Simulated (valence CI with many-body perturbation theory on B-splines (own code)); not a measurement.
**E1 line list for S XII**

Computed by relativistic CI+MBPT: three valence electrons over a frozen Dirac-Fock core [He], a basis of 11 s, 11 p, 10 d, 8 f, 5 g, 2 h functions for each j, with the one-electron correlation potential Σ1, the two-electron term Σ2, the three-electron term Σ3, Breit, model QED; selected CI, second order for the rest, scaled by the run's own slope (own B-spline code, finite nucleus).

No measured levels were compared; by estimate levels of excited configurations hold to 0.05 to 0.15 % of their energy, terms of the ground configuration to about 0.5 %.

Lines 51 to 100 of 535 in falling wavelength, among levels below 482.22 eV, chosen from the strongest by gf and those to the six lowest levels. Wavelengths and rates use the calculated energies, so an error of 300 cm⁻¹ moves a line at 1380 Å by 0.41 % and its rate by three times that or more. Electric multipoles are in the length gauge, E1 and E2 with the static RPA response of the core. Weak lines are less certain than strong ones. Lines between different terms over intervals too small for the method are left out, as are lines whose strength nearly cancels. Where a level lies close to another of its J and parity, the split of strength between their lines is uncertain.

Names give the largest LS component (configuration and term), which can be under half, so a name can repeat, a term be missing and a line seem to break the LS rules; names also repeat where a configuration has a term twice. Letters in brackets count levels of one name in rising energy.

| λ vac (Å) | Upper | Lower | A (s⁻¹) | S (a.u.) with core polarisation | S without |
| --- | --- | --- | --- | --- | --- |
| 1380 | 2p2.3d 2F_7/2 [b] | 2p2.3p 2D°_5/2 [b] | 1.76e+08 | 1.82e+00 | 1.82e+00 |
| 1374 | 2p2.3d 4F_5/2 | 2p2.3p 4D°_3/2 | 1.77e+08 | 1.36e+00 | 1.36e+00 |
| 1370 | 2p2.3d 4F_3/2 | 2p2.3p 4D°_1/2 | 1.59e+08 | 8.07e-01 | 8.07e-01 |
| 1355 | 2p2.3d 2G_7/2 | 2p2.3p 2F°_5/2 | 2.53e+08 | 2.48e+00 | 2.48e+00 |
| 1348 | 2p2.3d 2F_7/2 [a] | 2p2.3p 2D°_5/2 [a] | 1.98e+08 | 1.92e+00 | 1.92e+00 |
| 1348 | 2p2.3d 2F_5/2 [a] | 2p2.3p 2D°_3/2 [a] | 1.77e+08 | 1.28e+00 | 1.28e+00 |
| 1337 | 2p2.3d 2D_5/2 [c] | 2p2.3p 2P°_3/2 [c] | 2.55e+08 | 1.80e+00 | 1.81e+00 |
| 1322 | 2s.2p.3d 4F°_9/2 | 2s.2p.3p 4D_7/2 | 2.16e+08 | 2.46e+00 | 2.46e+00 |
| 1311 | 2p2.3d 4D_7/2 | 2p2.3p 4P°_5/2 | 1.90e+08 | 1.69e+00 | 1.69e+00 |
| 1296 | 2s.2p.3d 4F°_7/2 | 2s.2p.3p 4D_5/2 | 2.06e+08 | 1.77e+00 | 1.77e+00 |
| 1294 | 2p2.3d 2F_5/2 [b] | 2p2.3p 2D°_3/2 [b] | 9.73e+07 | 6.25e-01 | 6.25e-01 |
| 1292 | 2s.2p.3d 2F°_7/2 [b] | 2s.2p.3p 2D_5/2 [b] | 1.91e+08 | 1.63e+00 | 1.63e+00 |
| 1287 | 2p2.3d 2D_3/2 [c] | 2p2.3p 2P°_1/2 [c] | 2.38e+08 | 1.00e+00 | 1.00e+00 |
| 1285 | 2p2.3d 4D_5/2 | 2p2.3p 4P°_3/2 | 1.61e+08 | 1.01e+00 | 1.01e+00 |
| 1276 | 2p2.3p 2F°_5/2 | 2p2.3s 2D_3/2 | 3.26e+08 | 2.01e+00 | 2.01e+00 |
| 1260 | 2s.2p.3d 2F°_5/2 [b] | 2s.2p.3p 2D_3/2 [b] | 1.47e+08 | 8.73e-01 | 8.72e-01 |
| 1249 | 2s.2p.3d 4F°_5/2 | 2s.2p.3p 4D_3/2 | 1.44e+08 | 8.28e-01 | 8.28e-01 |
| 1237 | 2p2.3p 4D°_7/2 | 2p2.3s 4P_5/2 | 3.49e+08 | 2.61e+00 | 2.61e+00 |
| 1230 | 2p2.3p 4D°_3/2 | 2p2.3s 4P_1/2 | 1.95e+08 | 7.16e-01 | 7.17e-01 |
| 1230 | 2p2.3p 4D°_5/2 | 2p2.3s 4P_3/2 | 2.95e+08 | 1.62e+00 | 1.62e+00 |
| 1227 | 2p2.3p 2F°_7/2 | 2p2.3s 2D_5/2 | 3.96e+08 | 2.89e+00 | 2.89e+00 |
| 1206 | 2p2.3d 4D_7/2 | 2p2.3p 4D°_7/2 | 8.32e+07 | 5.75e-01 | 5.76e-01 |
| 1143 | 2p2.3p 4P°_5/2 | 2p2.3s 4P_5/2 | 3.21e+08 | 1.42e+00 | 1.42e+00 |
| 1121 | 2s.2p.3d 2D°_5/2 [b] | 2s.2p.3p 2P_3/2 [b] | 1.96e+08 | 8.20e-01 | 8.20e-01 |
| 1114 | 2p2.3p 4P°_1/2 | 2p2.3s 4P_3/2 | 4.02e+08 | 5.48e-01 | 5.48e-01 |
| 1109 | 2s.2p.3p 2D_5/2 [a] | 2s.2p.3s 2P°_3/2 [a] | 3.94e+08 | 1.59e+00 | 1.59e+00 |
| 1104 | 2s.2p.3p 2D_3/2 [a] | 2s.2p.3s 2P°_1/2 [a] | 3.07e+08 | 8.16e-01 | 8.16e-01 |
| 1100 | 2s2.3d 2D_5/2 | 2s2.3p 2P°_3/2 | 3.36e+08 | 1.32e+00 | 1.32e+00 |
| 1093 | 2s.2p.3p 4D_7/2 | 2s.2p.3s 4P°_5/2 | 4.44e+08 | 2.29e+00 | 2.29e+00 |
| 1086 | 2s.2p.3d 4P°_5/2 | 2s.2p.3p 4S_3/2 | 2.08e+08 | 7.92e-01 | 7.92e-01 |
| 1082 | 2s.2p.3p 4D_5/2 | 2s.2p.3s 4P°_3/2 | 3.54e+08 | 1.33e+00 | 1.33e+00 |
| 1069 | 2s2.3d 2D_3/2 | 2s2.3p 2P°_1/2 | 3.02e+08 | 7.30e-01 | 7.30e-01 |
| 1067 | 2p2.3p 2P°_1/2 [c] | 2p2.3s 2S_1/2 | 5.13e+08 | 6.15e-01 | 6.15e-01 |
| 1059 | 2s.2p.3p 2D_5/2 [b] | 2s.2p.3s 2P°_3/2 [b] | 2.22e+08 | 7.80e-01 | 7.80e-01 |
| 1051 | 2p2.3p 2P°_3/2 [c] | 2p2.3s 2S_1/2 | 5.36e+08 | 1.23e+00 | 1.23e+00 |
| 1041 | 2s.2p.3p 2D_5/2 [b] | 2s.2p.3d 2D°_3/2 [a] | 1.80e+08 | 6.03e-01 | 6.03e-01 |
| 1035 | 2s2.3p 2P°_1/2 | 2s2.3s 2S_1/2 | 4.73e+08 | 5.18e-01 | 5.18e-01 |
| 1031 | 2s.2p.3p 2P_3/2 [b] | 2s.2p.3s 2P°_1/2 [b] | 2.81e+08 | 6.07e-01 | 6.07e-01 |
| 1028 | 2p2.3d 4P_5/2 | 2p2.3p 4P°_5/2 | 2.25e+08 | 7.25e-01 | 7.25e-01 |
| 998.5 | 2s2.3p 2P°_3/2 | 2s2.3s 2S_1/2 | 5.27e+08 | 1.04e+00 | 1.04e+00 |
| 979.1 | 2s.2p.3d 2F°_7/2 [a] | 2s.2p.3p 2D_5/2 [a] | 5.59e+08 | 2.07e+00 | 2.07e+00 |
| 975.9 | 2s.2p.3d 2F°_5/2 [a] | 2s.2p.3p 2D_3/2 [a] | 5.24e+08 | 1.44e+00 | 1.44e+00 |
| 973.4 | 2p2.3d 2D_3/2 [a] | 2p2.3p 2P°_1/2 [a] | 3.50e+08 | 6.37e-01 | 6.38e-01 |
| 959.9 | 2p2.3d 2D_5/2 [a] | 2p2.3p 2P°_3/2 [a] | 4.41e+08 | 1.16e+00 | 1.16e+00 |
| 938.6 | 2p2.3p 2D°_3/2 [b] | 2p2.3s 2D_3/2 | 4.48e+08 | 7.32e-01 | 7.32e-01 |
| 932.7 | 2p2.3p 2D°_5/2 [b] | 2p2.3s 2D_5/2 | 5.74e+08 | 1.38e+00 | 1.38e+00 |
| 906.1 | 2s.2p.3p 4S_3/2 | 2s.2p.3s 4P°_3/2 | 3.37e+08 | 4.95e-01 | 4.95e-01 |
| 862.0 | 2s.2p.3p 2S_1/2 [a] | 2s.2p.3s 2P°_3/2 [a] | 6.81e+08 | 4.31e-01 | 4.31e-01 |
| 856.3 | 2s.2p.3p 4P_3/2 | 2s.2p.3s 4P°_5/2 | 6.74e+08 | 8.36e-01 | 8.36e-01 |
| 832.3 | 2s.2p.3p 4P_5/2 | 2s.2p.3s 4P°_5/2 | 8.01e+08 | 1.37e+00 | 1.37e+00 |
